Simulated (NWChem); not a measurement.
The numbers come from NWChem runs, not from measurements. System: chlorotrifluoromethane (CClF₃), charge 0, spin multiplicity 1, at a geometry optimised with PBE0/def2-SVP. Level: RHF/cc-pVTZ.

Output (cleaned and shortened):

```
             Northwest Computational Chemistry Package (NWChem) 7.3.0
             --------------------------------------------------------

                                NWChem Input Module
                                -------------------

 Scaling coordinates for geometry "geometry" by  1.889725989
 (inverse scale =  0.529177249)

 Turning off AUTOSYM since
 SYMMETRY directive was detected!

                             Geometry "geometry" -> ""
                             -------------------------

 Output coordinates in angstroms (scale by  1.889725989 to convert to a.u.)

  No.       Tag          Charge          X              Y              Z
 ---- ---------------- ---------- -------------- -------------- --------------
    1 F                    9.0000     0.84780700     0.56175600     1.07213200
    2 C                    6.0000     0.35246700    -0.02441100     0.00000000
    3 F                    9.0000     0.84780700     0.56175600    -1.07213200
    4 F                    9.0000     0.71949200    -1.29079200     0.00000000
    5 Cl                  17.0000    -1.40298500     0.09717500     0.00000000

 Effective nuclear repulsion energy (a.u.)     251.4394851200

            Nuclear Dipole moment (a.u.)
            ----------------------------
        X                 Y               Z
 ---------------- ---------------- ----------------
     0.0000207870    -0.0000207870     0.0000000000

      Symmetry information
      --------------------

 Group name             Cs
 Group number              2
 Group order               2
 No. of unique centers     4

      Symmetry unique atoms

     1    2    4    5


 Summary of "ao basis" -> "" (spherical)
 ------------------------------------------------------------------------------
       Tag                 Description            Shells   Functions and Types
 ---------------- ------------------------------  ------  ---------------------
 *                          cc-pvtz                   on all atoms

 Summary of "ao basis" -> "ao basis" (spherical)
 ------------------------------------------------------------------------------
       Tag                 Description            Shells   Functions and Types
 ---------------- ------------------------------  ------  ---------------------
 F                          cc-pvtz                 10       30   4s3p2d1f
 C                          cc-pvtz                 10       30   4s3p2d1f
 Cl                         cc-pvtz                 12       34   5s4p2d1f

                                 NWChem SCF Module
                                 -----------------

  ao basis        = "ao basis"
  functions       =   154
  atoms           =     5
  closed shells   =    25
  open shells     =     0
  charge          =   0.00
  wavefunction    = RHF
  use symmetry    = T
  symmetry adapt  = T

 Summary of "ao basis" -> "ao basis" (spherical)
 ------------------------------------------------------------------------------
       Tag                 Description            Shells   Functions and Types
 ---------------- ------------------------------  ------  ---------------------
 F                          cc-pvtz                 10       30   4s3p2d1f
 C                          cc-pvtz                 10       30   4s3p2d1f
 Cl                         cc-pvtz                 12       34   5s4p2d1f

      Symmetry analysis of basis
      --------------------------

        a'         93
        a"         61

 Forming initial guess at       0.1s

      Superposition of Atomic Density Guess
      -------------------------------------

 Sum of atomic energies:        -795.39268988

      Non-variational initial energy
      ------------------------------

 Total energy =    -796.737968
 1-e energy   =   -1604.536251
 2-e energy   =     556.358798
 HOMO         =      -0.435218
 LUMO         =       0.129186

      Symmetry analysis of molecular orbitals - initial
      -------------------------------------------------

  Numbering of irreducible representations:

     1 a'          2 a"

  Orbital symmetries:

     1 a'          2 a'          3 a"          4 a'          5 a'
     6 a'          7 a'          8 a"          9 a'         10 a'
[...]
    21 a'         22 a"         23 a'         24 a"         25 a'
    26 a'         27 a'         28 a"         29 a'         30 a'
    31 a'         32 a"         33 a'         34 a'         35 a'

 Starting SCF solution at       6.6s

 ----------------------------------------------
         Quadratically convergent ROHF

 Convergence threshold     :          1.000E-07
 Maximum no. of iterations :          100
 Final Fock-matrix accuracy:          1.000E-09
 ----------------------------------------------

              iter       energy          gnorm     gmax       time
             ----- ------------------- --------- --------- --------
                 1     -795.6652054807  1.83D+00  4.04D-01      7.0
                 2     -795.8251561706  3.34D-01  9.06D-02      7.7
                 3     -795.8348552146  3.11D-02  8.28D-03      8.6
                 4     -795.8349486726  9.19D-04  2.63D-04      9.9
                 5     -795.8349487464  7.33D-07  1.60D-07     12.1
                 6     -795.8349487464  5.40D-09  9.97D-10     13.7

       Final RHF  results
       ------------------

         Total SCF energy =   -795.834948746423
      One-electron energy =  -1603.777548079064
      Two-electron energy =    556.503114212660
 Nuclear repulsion energy =    251.439485119981

        Time for solution =      7.1s

       Symmetry analysis of molecular orbitals - final
       -----------------------------------------------

  Numbering of irreducible representations:

     1 a'          2 a"

  Orbital symmetries:

     1 a'          2 a"          3 a'          4 a'          5 a'
     6 a'          7 a'          8 a'          9 a"         10 a'
    11 a"         12 a'         13 a'         14 a'         15 a"
    16 a'         17 a'         18 a"         19 a'         20 a"
    21 a'         22 a"         23 a'         24 a"         25 a'
    26 a'         27 a'         28 a"         29 a'         30 a'
    31 a'         32 a"         33 a'         34 a'         35 a"

             Final eigenvalues
             -----------------

              1
    1 -104.8805
    2  -26.3702
    3  -26.3702
    4  -26.3702
    5  -11.5802
    6  -10.6060
    7   -8.0728
    8   -8.0707
    9   -8.0707
   10   -1.7749
   11   -1.6733
   12   -1.6733
   13   -1.1812
   14   -0.9778
   15   -0.8650
   16   -0.8650
   17   -0.8265
   18   -0.7418
   19   -0.7418
   20   -0.6966
   21   -0.6966
   22   -0.6782
   23   -0.5941
   24   -0.5042
   25   -0.5042
   26    0.1705
   27    0.3099
   28    0.3099
   29    0.3239
   30    0.3595
   31    0.4409
   32    0.4409
   33    0.5009
   34    0.5229
   35    0.5229

                       ROHF Final Molecular Orbital Analysis
                       -------------------------------------

 Vector   23  Occ=2.000000D+00  E=-5.941014D-01  Symmetry=a'
              MO Center= -4.6D-01,  3.2D-02, -1.5D-14, r^2= 2.4D+00
   Bfn.  Coefficient  Atom+Function         Bfn.  Coefficient  Atom+Function
  ----- ------------  ---------------      ----- ------------  ---------------
   129      0.412547  5 Cl px                38     -0.201134  2 C  px
   135      0.189142  5 Cl px                 8      0.173697  1 F  px
    68      0.173697  3 F  px                98      0.170878  4 F  px
   132      0.169033  5 Cl px

 Vector   24  Occ=2.000000D+00  E=-5.041514D-01  Symmetry=a"
              MO Center= -1.3D+00,  1.0D-01,  1.8D-12, r^2= 1.3D+00
   Bfn.  Coefficient  Atom+Function         Bfn.  Coefficient  Atom+Function
  ----- ------------  ---------------      ----- ------------  ---------------
   131      0.574033  5 Cl pz               137      0.335022  5 Cl pz
   134      0.253099  5 Cl pz

 Vector   25  Occ=2.000000D+00  E=-5.041513D-01  Symmetry=a'
              MO Center= -1.3D+00,  7.8D-02, -9.0D-13, r^2= 1.3D+00
   Bfn.  Coefficient  Atom+Function         Bfn.  Coefficient  Atom+Function
  ----- ------------  ---------------      ----- ------------  ---------------
   130      0.572661  5 Cl py               136      0.334222  5 Cl py
   133      0.252494  5 Cl py

 Vector   26  Occ=0.000000D+00  E= 1.705254D-01  Symmetry=a'
              MO Center= -1.2D+00,  8.6D-02,  6.0D-14, r^2= 2.5D+00
   Bfn.  Coefficient  Atom+Function         Bfn.  Coefficient  Atom+Function
  ----- ------------  ---------------      ----- ------------  ---------------
    34      1.259064  2 C  s                135     -1.181045  5 Cl px
   125     -0.967344  5 Cl s                 41     -0.612498  2 C  px
    38     -0.435221  2 C  px                32      0.316534  2 C  s
    35     -0.230405  2 C  px               129     -0.178695  5 Cl px

 Vector   27  Occ=0.000000D+00  E= 3.098918D-01  Symmetry=a'
              MO Center= -1.8D-02,  1.5D-02, -2.3D-11, r^2= 3.4D+00
   Bfn.  Coefficient  Atom+Function         Bfn.  Coefficient  Atom+Function
  ----- ------------  ---------------      ----- ------------  ---------------
    42      1.607849  2 C  py                94      1.009354  4 F  s
     4     -0.504707  1 F  s                 64     -0.504707  3 F  s
   136     -0.502492  5 Cl py                39      0.463757  2 C  py
   102      0.352570  4 F  py                13      0.278615  1 F  pz
    73     -0.278615  3 F  pz               101     -0.211877  4 F  px

 Vector   28  Occ=0.000000D+00  E= 3.098927D-01  Symmetry=a"
              MO Center= -1.9D-02, -1.2D-02, -1.9D-10, r^2= 3.4D+00
   Bfn.  Coefficient  Atom+Function         Bfn.  Coefficient  Atom+Function
  ----- ------------  ---------------      ----- ------------  ---------------
    43      1.611713  2 C  pz                 4     -0.874153  1 F  s
    64      0.874153  3 F  s                137     -0.503698  5 Cl pz
    40      0.464869  2 C  pz               103     -0.306320  4 F  pz
    12      0.263835  1 F  py                72     -0.263835  3 F  py
    11      0.222916  1 F  px                71     -0.222916  3 F  px

 center of mass
 --------------
 x =   0.01912158 y =  -0.00132484 z =   0.00000000

 moments of inertia (a.u.)
 ------------------
         313.032680948166          15.775892129766           0.000000000000
          15.775892129766         539.708661119168           0.000000000000
           0.000000000000           0.000000000000         540.801241831345

  Mulliken analysis of the total density
  --------------------------------------

    Atom       Charge   Shell Charges
 -----------   ------   -------------------------------------------------------
    1 F    9     9.18   1.95  1.08  0.26  0.60  1.54  2.50  1.24  0.00  0.02  0.00
    2 C    6     5.33   1.96  0.76  0.17 -0.00  0.67  1.22  0.09  0.09  0.33  0.05
    3 F    9     9.18   1.95  1.08  0.26  0.60  1.54  2.50  1.24  0.00  0.02  0.00
    4 F    9     9.18   1.95  1.08  0.26  0.60  1.54  2.50  1.24  0.00  0.02  0.00
    5 Cl  17    17.12   2.00  1.88  1.18  0.19  0.68  5.82  2.93  1.06  1.32  0.01  0.04  0.01

       Multipole analysis of the density wrt the origin
       ------------------------------------------------

     L   x y z        total         open         nuclear
     -   - - -        -----         ----         -------
     0   0 0 0     -0.000000      0.000000     50.000000

     1   1 0 0     -0.173642      0.000000      0.000021
     1   0 1 0      0.012035      0.000000     -0.000021
     1   0 0 1      0.000000      0.000000      0.000000

     2   2 0 0    -23.577928      0.000000    184.997683
     2   1 1 0     -0.088388      0.000000     -7.695855
     2   1 0 1      0.000000      0.000000      0.000000
     2   0 2 0    -24.848133      0.000000     74.419760
     2   0 1 1      0.000000      0.000000      0.000000
     2   0 0 2    -24.854242      0.000000     73.886772

 Task  times  cpu:       13.7s     wall:       13.7s

 Total times  cpu:       13.8s     wall:       13.8s
```

### Question
Write an NWChem input that would produce this output.

### Answer
This is not unique; one that fits is 
```
start mol
memory heap 200 mb stack 900 mb global 1100 mb
geometry units angstroms nocenter noautoz
  F      0.847807     0.561756     1.072132
  C      0.352467    -0.024411     0.000000
  F      0.847807     0.561756    -1.072132
  F      0.719492    -1.290792     0.000000
  Cl    -1.402985     0.097175     0.000000
  symmetry group Cs
end
basis spherical
  * library cc-pvtz
end
scf
  rhf
  nopen 0
  maxiter 100
  thresh 1e-7
  semidirect memsize 60000000 filesize 0
end
task scf energy
```
